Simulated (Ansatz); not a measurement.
Job for Ansatz (a program for electronic structure): R-r2SCAN/def2-TZVPPD on C2H6S (a complex), monomers drawn apart or pushed together. Files ending in .json are basis or fitting sets from the Basis Set Exchange.

Ansatz 0.2 input:
```yaml
crystal:
  periodic: [false, false, false]
  atoms:
    - {symbol: C, position_ang: [-0.17321058, -0.67326616, 0.00477811]}
    - {symbol: C, position_ang: [-0.05183494, 0.63968581, 0.14238068]}
    - {symbol: H, position_ang: [-1.13728974, -1.16475925, 0.05475433]}
    - {symbol: H, position_ang: [0.68644867, -1.31057225, -0.16351888]}
    - {symbol: H, position_ang: [0.91217264, 1.13126436, 0.09237300]}
    - {symbol: H, position_ang: [-0.91156271, 1.27696807, 0.31066209]}
    - {symbol: S, position_ang: [0.59683965, -0.57949923, 5.03448941]}
    - {symbol: H, position_ang: [0.40930822, -0.43295746, 3.71069387]}
    - {symbol: H, position_ang: [-0.71633600, -0.47831694, 5.29439884]}
basis:
  gaussian:
    orbitals: def2-TZVPPD.json
hamiltonian:
  xc: {name: r2SCAN}
scf: {lower_state_search: off}
```

Program output:

```
WARN ansatz: RAYON_NUM_THREADS=1 ignored (pool sized by the plan → 1); use --threads N
Functional definition: r2SCAN
these checks for a lower state are left out or cut short: stability, starts, cluster_reference, orbital_swaps, neighbouring_geometries, increment
integrals: 0.11 GiB planned
1020 factors; their error is unknown
mean field: 0.89 GiB planned
mean field evaluation 1: about -12998.4031 eV, gradient 5.3e1 eV
mean field evaluation 2: about -12994.4504 eV, gradient 6.5e1 eV
mean field evaluation 4: about -13005.3969 eV, gradient 2.0e0 eV
mean field evaluation 8: about -13005.4085 eV, gradient 1.2e-1 eV
mean field evaluation 16: about -13005.3719 eV, gradient 6.6e-4 eV
mean field -13005.37185227 eV, -477.9386002132 hartree, gradient 5.4e-6 eV, S^2 0.000000; 0 other end points of the search recorded, 0 dependent functions left out
reference -13005.37187323 eV, -477.9386009836 hartree; 17, 17 occupied and 210, 210 virtual orbitals, 1020 factors
Total energy: -13005.37187323 eV, -477.9386009836 hartree
Checks for a lower state left out: stability, starts, cluster_reference, orbital_swaps, neighbouring_geometries, increment
```

Self-consistency was reached.

Cost: roughly 5 core-seconds.
